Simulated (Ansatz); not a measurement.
Job for Ansatz (a program for electronic structure): R-B97M-V/def2-TZVPP on CF2 (SMILES F[C]F).

Ansatz 0.2 input:
```yaml
crystal:
  periodic: [false, false, false]
  atoms:
    - {symbol: F, position_ang: [0.04102310, -0.16636177, 1.05215173]}
    - {symbol: C, position_ang: [0.50816458, 0.00737818, -0.15243175]}
    - {symbol: F, position_ang: [-0.54918768, 0.15898359, -0.89971998]}
basis:
  gaussian:
    orbitals: def2-TZVPP
hamiltonian:
  xc: {name: B97M-V}
scf: {lower_state_search: off}
```

It printed:

```
WARN ansatz: RAYON_NUM_THREADS=4 ignored (pool sized by the plan → 4); use --threads N
Functional definition: B97M-V
these checks for a lower state are left out or cut short: stability, starts, cluster_reference, orbital_swaps, neighbouring_geometries, increment
integrals: 0.02 GiB planned
492 factors; their error is unknown
mean field: 0.24 GiB planned
mean field evaluation 1: about -6468.2514 eV, gradient 2.6e1 eV
mean field evaluation 2: about -6467.4317 eV, gradient 3.6e1 eV
mean field evaluation 4: about -6469.1233 eV, gradient 7.2e-1 eV
mean field evaluation 8: about -6469.1164 eV, gradient 2.8e-1 eV
mean field evaluation 16: about -6469.1164 eV, gradient 4.4e-7 eV
mean field -6469.11644739 eV, -237.7356445168 hartree, gradient 5.3e-7 eV, S^2 0.000000; 0 other end points of the search recorded, 0 dependent functions left out
reference -6469.11647657 eV, -237.7356455894 hartree; 12, 12 occupied and 81, 81 virtual orbitals, 492 factors
Total energy: -6469.11647657 eV, -237.7356455894 hartree
Checks for a lower state left out: stability, starts, cluster_reference, orbital_swaps, neighbouring_geometries, increment
```

The run converged.

Cost: roughly 1.7 core-seconds.
